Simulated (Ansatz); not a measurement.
Input:

```yaml
crystal:
  periodic: [false, false, false]
  atoms:
    - { symbol: Ga, position_ang: [-0.656197, -0.272995, -0.81966] }
    - { symbol: Cl, position_ang: [1.135558, 1.167052, -1.631499] }
    - { symbol: Cl, position_ang: [-0.43727, -2.243468, -1.646272] }
    - { symbol: Cl, position_ang: [-2.545784, 0.737436, -0.959178] }
    - { symbol: H, position_ang: [0.904761, 0.662712, -0.193989] }
    - { symbol: C, position_ang: [0.321274, 0.002994, 1.022097] }
    - { symbol: H, position_ang: [1.275703, 0.481555, 1.280756] }
    - { symbol: H, position_ang: [-0.438455, 0.503514, 1.62282] }
    - { symbol: H, position_ang: [0.440309, -1.0387, 1.324926] }
basis:
  gaussian: { orbitals: def2-SVP }
hamiltonian:
  xc: hf
md:
  timestep: 0.5
  n_steps: 200
  ensemble: nve
  temperature: 100.0
  initial_velocities: maxwell_boltzmann
  seed: 2392
```

Run as:

```bash
$ ansatz run input.yaml --threads 2 --pin off --max-ram 3072MiB --backend cpu --events-out ev --progress --plain --runs-dir out
```

Hardware: 2 threads of Arm Neoverse V2, on a shared host.

Roughly how long does this run take, and how much memory?

5.9 min, with a peak of 0.3 GiB, for 201 ionic steps.
